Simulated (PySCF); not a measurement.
**Computed structure and properties of [Pb(OH)3]−**

System: [Pb(OH)3]− (singlet); start: template (C1). Method: PySCF 2.14.0, RKS TPSS, Pb def2-SVP with ECP60, O def2-SVP, H def2-SVP; non-relativistic Hamiltonian with scalar-relativistic core potentials where named; density fitting; no spin-orbit coupling.

Input of the relaxation:

```python
mol = gto.M(atom='''
Pb    -0.14126     0.00035     0.00132
O     -0.14126     0.00035     2.13972
H     -0.47936     0.09095     3.03972
O     -0.14126     0.00035    -2.13708
H     -0.47936    -0.09025    -3.03708
O      1.99714     0.00035     0.00132
H      2.89714    -0.09025    -0.33678''',
    basis={'Pb': 'def2-SVP', 'O': 'def2-SVP', 'H': 'def2-SVP'},
    ecp={'Pb': 'def2-SVP'},
    charge=-1, spin=0)
mf = dft.RKS(mol, xc='TPSS')
mf.grids.atom_grid = (50, 194)
mf = mf.density_fit()  # fitting sets: Pb def2-universal-JKFIT, O def2-universal-JKFIT, H def2-universal-JKFIT
mf.conv_tol = 1e-08; mf.max_cycle = 55
mf.kernel(dm0)  # dm0: converged density of the start geometry
# quasi-Newton relaxation in Cartesian coordinates to a largest gradient under 0.00045 Eh/bohr, steps kept in the point group
```

Run from Python with OMP_NUM_THREADS=2; the lines above give its settings. Where DIIS fails, smearing, a level shift and second-order steps follow.
It took 3.4 min on 2 threads of Arm Neoverse V1, on a shared host, from the converged density of the start.

Course of the relaxation:

```tsv
step	energy above end (eV)	largest force component within the symmetry (eV/Å)
0	2.5063	1.585
1	2.1657	0.709
2	2.0152	1.933
3	1.9427	1.420
4	1.8837	0.876
5	1.8203	1.368
6	1.7532	0.587
7	1.7063	1.119
51	0.0028	0.116
52	0.0010	0.076
53	0.0008	0.097
54	0.0002	0.019
55	0.0001	0.011
56	0.0000	0.006
```
(The steps between are left out.)

Relaxed geometry (C3):

```xyz
7

Pb    0.4788   -1.4212    0.0162
O    -0.7003   -0.0040    1.2473
H     0.0654    0.5925    1.3997
O    -0.0100   -0.1390   -1.7262
H    -0.5380    0.4904   -1.1875
O     2.2175   -0.0867    0.3471
H     1.9985    0.4799   -0.4255
```

```json
{"contact": "Pb1–O2 (OH)", "Å": "2.217"}
{"contact": "Pb1–O4 (OH)", "Å": "2.218"}
{"contact": "Pb1–O6 (OH)", "Å": "2.217"}
```

On the finer grid (75, 302):

```yaml
HOMO: -0.11 eV
LUMO: 4.43 eV
Dipole_about_the_centre_of_mass: 3.28 D
Set_of_Mulliken_populations_of_Pb1_outside_the_core_potential: s 3.84, p 7.63, d 10.16
D3_BJ_dispersion_energy_not_in_the_energies: -0.160 eV
```

```json
{"atom": "Pb1", "Mulliken (e)": "0.36", "Löwdin (e)": "0.23", "spin (e)": "0.00"}
{"atom": "O2", "Mulliken (e)": "-0.57", "Löwdin (e)": "-0.42", "spin (e)": "0.00"}
{"atom": "H3", "Mulliken (e)": "0.11", "Löwdin (e)": "0.01", "spin (e)": "0.00"}
{"atom": "O4", "Mulliken (e)": "-0.57", "Löwdin (e)": "-0.42", "spin (e)": "0.00"}
{"atom": "H5", "Mulliken (e)": "0.11", "Löwdin (e)": "0.01", "spin (e)": "0.00"}
{"atom": "O6", "Mulliken (e)": "-0.57", "Löwdin (e)": "-0.42", "spin (e)": "0.00"}
{"atom": "H7", "Mulliken (e)": "0.11", "Löwdin (e)": "0.01", "spin (e)": "0.00"}
```

No frequency check is given for this geometry.

Taking off one OH (charge -1, singlet; the rest: singlet) in vacuum, both parts rigid, costs 4.71 eV; the small basis without counterpoise inflates it.

Rigid scan of OH along the line from its metal:

| distance to O2 (Å) | energy (eV) |
| --- | --- |
| 1.92 | 0.831 |
| 2.02 | 0.312 |
| 2.12 | 0.066 |
| 2.22 | 0.000 |
| 2.32 | 0.049 |
| 2.42 | 0.169 |
| 2.62 | 0.513 |
| 2.92 | 1.076 |
| 3.32 | 1.713 |
| 3.82 | 2.278 |

One start shape was tried, so this needn't be the lowest isomer.
